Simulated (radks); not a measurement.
Ionisation ladder of silver, from Ag XXXIV to Ag XLIII. Each ion is in the ground configuration listed by NIST, and IE = E(next ion) - E(this ion). Calculated with a radial shooting solver on a logarithmic mesh with Libxc functionals: scalar-relativistic Kohn-Sham, PBE, spin-polarised, spherical densities, finite nucleus; open shells are filled with parallel spins first (spin-orbit coupling, left out, can overturn this in heavy ions); Fermi nuclear charge, rms radius 4.5454 fm.

| species | configuration | IE, Delta-SCF (eV) | -e(HOMO) (eV) | HOMO | <r> HOMO (bohr) |
|---|---|---|---|---|---|
| Ag XXXIV | [Ne] 3s2 3p2 | 2055.2 | 2020.8 | 3p up | 0.315 |
| Ag XXXV | [Ne] 3s2 3p1 | ? | 2090.5 | 3p up | 0.313 |
| Ag XXXVI | [Ne] 3s2 | ? | 2271.9 | 3s | 0.321 |
| Ag XXXVII | [Ne] 3s1 | 2378.6 | 2347.0 | 3s up | 0.319 |
| Ag XXXVIII | [Ne] | ? | 5519.4 | 2p | 0.115 |
| Ag XXXIX | [He] 2s2 2p5 | 5807.1 | 5712.5 | 2p down | 0.114 |
| Ag XL | [He] 2s2 2p4 | ? | 5904.4 | 2p down | 0.113 |
| Ag XLI | [He] 2s2 2p3 | 6257.1 | 6157.3 | 2p up | 0.111 |
| Ag XLII | [He] 2s2 2p2 | 6458.8 | 6359.4 | 2p up | 0.111 |
| Ag XLIII | [He] 2s2 2p1 | 6657.7 | 6560.2 | 2p up | 0.110 |

Estimate the withheld Delta-SCF values.

Answer. Ag XXXV: 2124.3 eV (NIST 2131); Ag XXXVI: 2303.1 eV (NIST 2302); Ag XXXVIII: 5614.4 eV (NIST 5558); Ag XL: 5997.4 eV (NIST 5966).
